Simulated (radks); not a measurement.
Dynamic dipole polarisability and lines of the cadmium ion Cd19+, [Ar] 3d10 4s1. Calculated with a radial shooting solver on a logarithmic mesh with Libxc functionals: scalar-relativistic Kohn-Sham, LDA (Slater exchange, Perdew-Wang correlation), spin-polarised, spherical densities, finite nucleus; open shells are filled with parallel spins first (spin-orbit coupling, left out, can overturn this in heavy ions); Fermi nuclear charge, rms radius of each element as measured or else 0.836 A^(1/3) + 0.57 fm. Time-dependent linear response with the Hartree and adiabatic LDA kernel, continuum included through the Sternheimer equations, no spin-orbit coupling, so fine structure and intercombination lines are absent. Lines are the poles of the dipole polarisability below minus the highest occupied eigenvalue, found on a grid refined at the orbital gaps; the lowest seven at most are given, and weak or close lines can be missed. The first line takes the name of the lowest orbital gap if no other gap lies below it; otherwise a line is named after a gap within 0.6 % of it, if that gap stands alone.

| photon energy (eV) | alpha (bohr^3) |
|---|---|
| 0 | 0.2141 |
| 8.804 | 0.2203 |
| 44.022 | 0.9486 |
| 79.239 | -0.09096 |
| 114.46 | -0.01448 |

Lines (eV, oscillator strength): 49.316 (25.14 nm, 4s-4p), f = 0.615; 256.21 (4.839 nm, 4s-5p), f = 0.162; 355.30 (3.490 nm, 4s-6p), f = 0.0548; 406.15 (3.053 nm, 3d-4p), f = 0.0530; 412.07 (3.009 nm, unassigned), f = 0.408. Higher lines, where found, are left out when the end of the mesh affects them. Those listed give 89 % of the static polarisability (sum of f/w^2). Orbital energy gaps for comparison: 4s-4p 46.673 eV; 4s-5p 257.17 eV; 4s-6p 355.67 eV; 3d-4p 405.88 eV; 4s-7p 409.48 eV.
